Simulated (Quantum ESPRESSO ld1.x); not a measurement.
Values are calculated unless marked as measured or tabulated.
Question: These are the eigenvalues of the occupied orbitals of an atom or ion with whole-number occupations (hartree). Level of theory: scalar-relativistic Kohn-Sham, PW91, spin-unpolarised, spherical densities, point nucleus (ld1.x of Quantum ESPRESSO 7.5).

| orbital | eigenvalue |
|---|---|
| 1s | -1265.12 |
| 2s | -198.374 |
| 2p | -178.190 |
| 3s | -41.9613 |
| 3p | -35.4426 |
| 3d | -25.7739 |
| 4s | -8.98243 |
| 4p | -6.91536 |
| 4d | -3.89758 |
| 5s | -2.27390 |
| 5p | -1.76094 |

Which element is it, and in what charge state? The configuration may be excited.

Answer: Z = 54, xenon, charge +4: Xe4+ in [Kr] 4d10 5s2 5p2. The list shows which subshells hold electrons but not how many an open one holds; the 1s level, -1265.1 hartree, gives Z - s = 50.3 by -(Z - s)^2/2, which with screening and relativity narrows Z to a few neighbours, and the depths of the outer levels then fix element, charge and occupations together.
